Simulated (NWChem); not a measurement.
System: CH₆OSSi; SMILES O[SiH2]SC

Here is an NWChem input.

```
start job
memory heap 200 mb stack 900 mb global 1100 mb
geometry units angstroms noautosym nocenter noautoz
  Si    -0.530613     0.922329     0.016153
  O      0.557975     2.123711    -0.344512
  S      0.519069    -0.881206     0.523260
  C     -0.481211    -2.131923    -0.348589
  H     -1.425044     0.558302    -1.128901
  H     -1.336184     1.475548     1.136017
  H      1.266708     1.879133    -0.948197
  H     -1.458699    -2.274751     0.131693
  H     -0.622922    -1.873074    -1.406961
  H      0.079543    -3.074286    -0.286285
end
basis spherical
  * library 6-31g*
end
dft
  xc xpbe96 cpbe96
  iterations 150
end
property
  efieldgrad
end
task dft property
```

Excerpt of the output:

```
             Northwest Computational Chemistry Package (NWChem) 7.3.0
             --------------------------------------------------------

                             Geometry "geometry" -> ""
                             -------------------------

 Output coordinates in angstroms (scale by  1.889725989 to convert to a.u.)

  No.       Tag          Charge          X              Y              Z
 ---- ---------------- ---------- -------------- -------------- --------------
    1 Si                  14.0000    -0.53061300     0.92232900     0.01615300
    2 O                    8.0000     0.55797500     2.12371100    -0.34451200
    3 S                   16.0000     0.51906900    -0.88120600     0.52326000
    4 C                    6.0000    -0.48121100    -2.13192300    -0.34858900
    5 H                    1.0000    -1.42504400     0.55830200    -1.12890100
    6 H                    1.0000    -1.33618400     1.47554800     1.13601700
    7 H                    1.0000     1.26670800     1.87913300    -0.94819700
    8 H                    1.0000    -1.45869900    -2.27475100     0.13169300
    9 H                    1.0000    -0.62292200    -1.87307400    -1.40696100
   10 H                    1.0000     0.07954300    -3.07428600    -0.28628500

 Effective nuclear repulsion energy (a.u.)     223.2988088359

  pbe96 is a nonlocal functional; adding pw91lda local functional.
                              NWChem Property Module
                              ----------------------

  itol2e modified to match energy
  convergence criterion.

                                 NWChem DFT Module
                                 -----------------

 Summary of "ao basis" -> "ao basis" (spherical)
 ------------------------------------------------------------------------------
       Tag                 Description            Shells   Functions and Types
 ---------------- ------------------------------  ------  ---------------------
 Si                          6-31g*                  8       18   4s3p1d
 O                           6-31g*                  6       14   3s2p1d
 S                           6-31g*                  8       18   4s3p1d
 C                           6-31g*                  6       14   3s2p1d
 H                           6-31g*                  2        2   2s

  itol2e modified to match energy
  convergence criterion.

            General Information
            -------------------
          SCF calculation type: DFT
          Wavefunction type:  closed shell.
          No. of atoms     :    10
          No. of electrons :    50
           Alpha electrons :    25
            Beta electrons :    25
          Charge           :     0
          Spin multiplicity:     1
          Use of symmetry is: off; symmetry adaption is: off
          Maximum number of iterations: 150
          AO basis - number of functions:    76
                     number of shells:    40
          Convergence on energy requested:  1.00D-07
          Convergence on density requested:  1.00D-05
          Convergence on gradient requested:  5.00D-04

              XC Information
              --------------
          PerdewBurkeErnzerhof Exchange Functional  1.000
            Perdew 1991 LDA Correlation Functional  1.000 local
           PerdewBurkeErnz. Correlation Functional  1.000 non-local

[...]

          -----------------------
          Electric field gradient
          -----------------------

 1 a.u. = 0.324123 10**(16) esu/cm**3  ( or statvolts/cm**2 ) = 0.97174 10**(22) v/m**2

 ------------------------------------------------------------
   Atom      X         Y         Z
 ------------------------------------------------------------
    1 Si  -1.00271   1.74295   0.03052
 ------------------------------------------------------------

 Electric field gradient in molecular frame (a.u.)
         XX             YY             ZZ             XY             XZ             YZ
 ------------------------------------------------------------------------------------------
       -0.025068      -0.237284       0.262352      -0.046140      -0.028750       0.272110

 Principal components (a.u.) and orientation
 of principal axis w.r.t. absolute frame                      Asymmetry parameter eta
 --------------------------------------------------------------------------------------
        0.386835      -0.359696      -0.027139                       0.859688

       -0.108654       0.092024       0.989811
        0.404030       0.913844      -0.040610
        0.908270      -0.395501       0.136473

 ------------------------------------------------------------
   Atom      X         Y         Z
 ------------------------------------------------------------
    2 O    1.05442   4.01323  -0.65103
 ------------------------------------------------------------

 Electric field gradient in molecular frame (a.u.)
         XX             YY             ZZ             XY             XZ             YZ
 ------------------------------------------------------------------------------------------
       -0.519336       0.311904       0.207432      -0.142906       1.094514      -0.144674

 Principal components (a.u.) and orientation
 of principal axis w.r.t. absolute frame                      Asymmetry parameter eta
 --------------------------------------------------------------------------------------
       -1.309820       1.051903       0.257916                       0.606181

        0.811729       0.567530       0.137857
        0.019457      -0.262190       0.964820
       -0.583710       0.780491       0.223870

 ------------------------------------------------------------
   Atom      X         Y         Z
 ------------------------------------------------------------
    3 S    0.98090  -1.66524   0.98882
 ------------------------------------------------------------

 Electric field gradient in molecular frame (a.u.)
         XX             YY             ZZ             XY             XZ             YZ
 ------------------------------------------------------------------------------------------
        0.325504      -1.493355       1.167851      -0.423761      -1.139643      -0.824904

 Principal components (a.u.) and orientation
 of principal axis w.r.t. absolute frame                      Asymmetry parameter eta
 --------------------------------------------------------------------------------------
        2.019910      -1.984002      -0.035908                       0.964446

       -0.530099       0.333201       0.779725
       -0.132700       0.875627      -0.464400
        0.837488       0.349648       0.419953

 ------------------------------------------------------------
   Atom      X         Y         Z
 ------------------------------------------------------------
    4 C   -0.90936  -4.02875  -0.65874
 ------------------------------------------------------------

 Electric field gradient in molecular frame (a.u.)
         XX             YY             ZZ             XY             XZ             YZ
 ------------------------------------------------------------------------------------------
        0.025991      -0.067246       0.041256      -0.134437      -0.093119      -0.125371

 Principal components (a.u.) and orientation
 of principal axis w.r.t. absolute frame                      Asymmetry parameter eta
 --------------------------------------------------------------------------------------
       -0.247387       0.127144       0.120243                       0.027895

        0.513304      -0.615131       0.598442
        0.714224      -0.080424      -0.695281
        0.475818       0.784313       0.398059

 ------------------------------------------------------------
   Atom      X         Y         Z
 ------------------------------------------------------------
    5 H   -2.69294   1.05504  -2.13331
 ------------------------------------------------------------

 Electric field gradient in molecular frame (a.u.)
         XX             YY             ZZ             XY             XZ             YZ
 ------------------------------------------------------------------------------------------
       -0.003422       0.056392      -0.052971      -0.031854      -0.096342      -0.040055

 Principal components (a.u.) and orientation
 of principal axis w.r.t. absolute frame                      Asymmetry parameter eta
 --------------------------------------------------------------------------------------
       -0.140942       0.071483       0.069459                       0.014365

        0.593729       0.797837       0.104598
        0.251018      -0.307147       0.917960
        0.764510      -0.518764      -0.382634

 ------------------------------------------------------------
   Atom      X         Y         Z
 ------------------------------------------------------------
    6 H   -2.52502   2.78838   2.14676
 ------------------------------------------------------------

 Electric field gradient in molecular frame (a.u.)
         XX             YY             ZZ             XY             XZ             YZ
 ------------------------------------------------------------------------------------------
        0.007660       0.044533      -0.052193       0.043338       0.092263      -0.061378

[...]
```

Level: PBE/6-31G* (spherical d). All runs use the structure optimised with PBE0/def2-SVP. NWChem prints the field gradient with the sign opposite to the second derivative of the potential.
